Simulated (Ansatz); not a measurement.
Cost and result for the atomization energy of CH5GaO2Si (`[SiH3][Ga]1[O]C[O]1`) (10 atoms, 10 bonds).

```xyz
10

Si   -1.487    0.902    1.622
Ga   -0.002    0.003   -0.002
O     0.202   -1.423   -1.115
C     1.424   -0.863   -1.555
O     1.580    0.344   -0.835
H    -1.330    2.377    1.657
H    -2.879    0.544    1.254
H    -1.151    0.325    2.948
H     2.257   -1.547   -1.339
H     1.385   -0.661   -2.635
```

Charge 0, multiplicity 1. Correlated methods include outer-core shells of Ga, which these sets cover unevenly. Scalar relativity is left out up to krypton. All single points use the PBE0-D4/def2-TZVP geometry. Program: Ansatz. All runs use 4 threads of an AMD EPYC 9R45 on a shared host. Times are those of one run each, without the atoms' runs, and a repeat can differ threefold. Electronic energies, without spin–orbit coupling; frozen cores. CCSD(T)/CBS adds CCSD(T) − MP2 in def2-TZVPP to the MP2 limit, and its time is that of the two runs behind it. T1 = 0.018. With those shells the extrapolation isn't a true limit.

CCSD(T)/CBS is a level of theory with its own doubt, some kJ/mol a heavy atom from the limit and from the frozen cores, so smaller differences don't rank the functionals.

```json
{"level": "revPBE-D4/def2-TZVPP", "functions": "253", "wall time": "0.9 s"}
{"level": "PBE-D4/def2-TZVPP (with forces)", "functions": "253", "wall time": "1.1 s"}
{"level": "PBE0-D4/def2-TZVPP", "functions": "253", "wall time": "1.4 s"}
{"level": "BHLYP-D4/def2-TZVPP", "functions": "253", "wall time": "1.4 s"}
{"level": "CAM-B3LYP-D4/def2-TZVPP", "functions": "253", "wall time": "1.6 s"}
{"level": "r2SCAN-D4/def2-TZVPP (with forces)", "functions": "253", "wall time": "1.9 s"}
{"level": "PBE-QIDH/def2-TZVPP", "functions": "253", "wall time": "2.4 s"}
{"level": "CCSD(T)/def2-SVP", "functions": "117", "wall time": "3.2 s"}
{"level": "ωB97X-V/def2-TZVPP", "functions": "253", "wall time": "3.2 s"}
{"level": "ωB97M-V/def2-TZVPP (with forces)", "functions": "253", "wall time": "4.4 s"}
{"level": "MP2/def2-QZVPP", "functions": "480", "wall time": "9.5 s"}
{"level": "CCSD(T)/def2-TZVPP", "functions": "253", "wall time": "70 s"}
{"level": "CCSD(T)/CBS(def2)", "functions": "–", "wall time": "80 s"}
```

Question: What atomization energy does each give, and how far from CCSD(T)/CBS? (Estimate.)

Answer: The calculation gave: 
```tsv
level	atomization (kcal/mol)	difference from CCSD(T)/CBS	per bond
revPBE-D4/def2-TZVPP	807.3	-12.2	-1.2
PBE-D4/def2-TZVPP (with forces)	831.1	11.6	1.2
PBE0-D4/def2-TZVPP	810.5	-9.0	-0.9
BHLYP-D4/def2-TZVPP	779.3	-40.2	-4.0
CAM-B3LYP-D4/def2-TZVPP	815.7	-3.8	-0.4
r2SCAN-D4/def2-TZVPP (with forces)	820.7	1.2	0.1
PBE-QIDH/def2-TZVPP	808.6	-10.9	-1.1
CCSD(T)/def2-SVP	764.5	-55.0	-5.5
ωB97X-V/def2-TZVPP	820.9	1.4	0.1
ωB97M-V/def2-TZVPP (with forces)	814.4	-5.1	-0.5
MP2/def2-QZVPP	828.5	9.0	0.9
CCSD(T)/def2-TZVPP	797.4	-22.1	-2.2
CCSD(T)/CBS(def2)	819.5	0.0	0.0
```

From BLYP to BHLYP (50 % exact exchange), in def2-TZVPP and without D4, the atomization energy moves by −27.5 kcal/mol: exact exchange takes away binding that semilocal exchange gives to molecules. The D4 term adds +8.1 kcal/mol with B3LYP and +4.2 kcal/mol with PBE0; it sums over pairs of atoms, weighted by their polarisabilities, and B3LYP, whose exchange is more repulsive, gets the larger term. Leaving LDA and LC-ωPBE aside and taking each functional with its dispersion term where it has one, the values spread over 51.7 kcal/mol, from BHLYP-D4 to PBE-D4. LDA lies +122.7 kcal/mol from PBE without D4, its usual overbinding.

B3LYP here is the variant with VWN-RPA as its local correlation; programs differ in this.
